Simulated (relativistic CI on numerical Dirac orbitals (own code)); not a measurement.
## Line list: Electric-dipole lines, W II

Method of calculation: Dirac-Coulomb-Breit CI, orbitals from a KLI potential per configuration, model QED (radiative potential, 1s self-energy scaled to tabulated hydrogen-like ionisation energies), valence Slater integrals scaled by 0.85, P86 correlation estimate, and configurations built on the next ion tied to the tabulated ionisation energy (semi-empirical) (own radial code, finite nucleus).

CI space (outside the closed core [Xe] 4f14): 5d4 6s, 5d5, 5d3 6s 6p, 5d4 6p, 5d4 6d, 5d4 7s, 5d4 5f, 5d4 6f, 5d3 6s2, 5d2 6s2 6p, 5d2 6s 6p2, 5d3 6s 5f, 5d3 6s 5g, 5d3 6p2, 5d3 6s 7p, 5d3 6s 7s, 5d4 7p, 5d2 6s2 6d, 5d3 6s 6d, 5d3 6s 8s, 5d3 6s 7d, 5d4 8s, 5d3 6s 8p, 5d2 6s2 5f. Levels of other configurations are missing.

| λ vac (Å) | Lower | Upper | A (s⁻¹) | gf | Branching (%) |
| --- | --- | --- | --- | --- | --- |
| 1774.4 | 5d4 6s 6D_5/2 [3] | 5d4 6p 6D°_7/2 [185] | 4.12e+08 | 1.56e+00 | 49.8 |
| 1801.0 | 5d4 6s 6D_7/2 [4] | 5d4 6p 6P°_5/2 [188] | 3.32e+08 | 9.68e-01 | 40.1 |
| 1805.8 | 5d4 6s 6D_1/2 [1] | 5d4 6p 6D°_3/2 [156] | 3.26e+08 | 6.38e-01 | 58.8 |
| 1808.0 | 5d4 6s 6D_5/2 [3] | 5d4 6p 6D°_3/2 [175] | 4.05e+08 | 7.94e-01 | 48.3 |
| 1818.7 | 5d4 6s 6D_7/2 [4] | 5d4 6p 6D°_7/2 [185] | 3.49e+08 | 1.38e+00 | 42.1 |
| 1834.7 | 5d4 6s 6D_9/2 [5] | 5d4 6p 6D°_9/2 [190] | 3.05e+08 | 1.54e+00 | 63.2 |
| 1856.0 | 5d4 6s 4H_9/2 [18] | 5d4 6p 4H°_9/2 [290] | 3.91e+08 | 2.02e+00 | 48.2 |
| 1885.4 | 5d4 6s 6D_9/2 [5] | 5d4 6p 6D°_7/2 [180] | 2.56e+08 | 1.09e+00 | 56.3 |
| 1888.7 | 5d4 6s 6D_9/2 [5] | 5d4 6p 6F°_11/2 [178] | 2.70e+08 | 1.73e+00 | 76.9 |
| 1897.2 | 5d4 6s 6D_5/2 [3] | 5d4 6p 4F°_7/2 [155] | 1.86e+08 | 8.01e-01 | 62.8 |
| 1906.6 | 5d4 6s 6D_9/2 [5] | 5d4 6p 6F°_11/2 [173] | 7.69e+08 | 5.03e+00 | 96.3 |
| 1913.1 | 5d4 6s 4H_13/2 [23] | 5d4 6p 4I°_15/2 [298] | 3.73e+08 | 3.27e+00 | 96.6 |
| 1915.3 | 5d4 6s 6D_7/2 [4] | 5d4 6p 6F°_9/2 [161] | 3.08e+08 | 1.69e+00 | 75.9 |
| 1952.4 | 5d4 6s 4F_7/2 [12] | 5d4 6p 4G°_9/2 [236] | 4.24e+08 | 2.42e+00 | 61.7 |
| 2005.1 | 5d4 6s 6D_5/2 [3] | 5d4 6p 6F°_7/2 [142] | 1.89e+08 | 9.11e-01 | 28.8 |
| 2022.8 | 5d4 6s 6D_3/2 [2] | 5d4 6p 6F°_5/2 [132] | 2.46e+08 | 9.07e-01 | 34.9 |
| 2050.2 | 5d4 6s 6D_9/2 [5] | 5d4 6p 6F°_9/2 [151] | 3.13e+08 | 1.97e+00 | 65.5 |
| 2051.0 | 5d4 6s 6D_1/2 [1] | 5d4 6p 6F°_1/2 [122] | 4.72e+08 | 5.96e-01 | 67.6 |
| 2061.9 | 5d4 6s 6D_7/2 [4] | 5d4 6p 6F°_7/2 [142] | 3.81e+08 | 1.94e+00 | 58.0 |
| 2078.8 | 5d4 6s 6D_5/2 [3] | 5d4 6p 6F°_5/2 [132] | 3.69e+08 | 1.43e+00 | 52.3 |

Terms are leading LS components. Brackets give the number of a level in order of energy, since labels repeat. The list gives strong lines, with weight on those to low levels, without configurations that were not tied to measured data, without lines whose two gauges differ by over a factor of 2.5, among the lowest 300 of 4531 levels, so that lines to higher ones, which can be the strongest, are missing, and without lines across small gaps between configurations, and without 13 lines that miss the measured interval by over 3.5 %, start from a term whose rates miss tabulated ones by over 60 %, have gauges far apart or, lacking measured levels, span too small a gap for the errors found; lines with a level outside our table were not tested and can miss by more. Levels whose partners in the same complex of configurations lie outside the list can be far off, and so can their lines. Rates are taken at the computed energies, electric ones in the length gauge.

Configurations that consist of the next ion and one excited electron were tied to the tabulated ionisation energy; Rydberg ones are usually within 1,000 to 3,000 cm⁻¹ and the lowest ones within about 6,000 (9,000 in d shells), while levels on excited terms of the next ion carry the error of that term, and the other configurations can be misplaced by 10,000 cm⁻¹ or more. Rates follow the energies as ν³ (E1, M1) or ν⁵ (E2), so rates, branching and lifetimes can be off by large factors. The fine structure of a lone outer electron comes out too small, for d and f at times inverted, and misplaced configurations move strength between like terms. 4 of the 10 excited levels that our extract of the measured tables holds in this range could be paired (the sources list more); they are missed by 764 cm⁻¹ on average and 971 at most, and levels without a partner can miss by more. Some levels of the ground configuration have no partner and can miss by 10 % or more.

LS names give the leading component of a level, which can be under half, so a name can repeat, a term be missing and a line seem to break the LS rules.
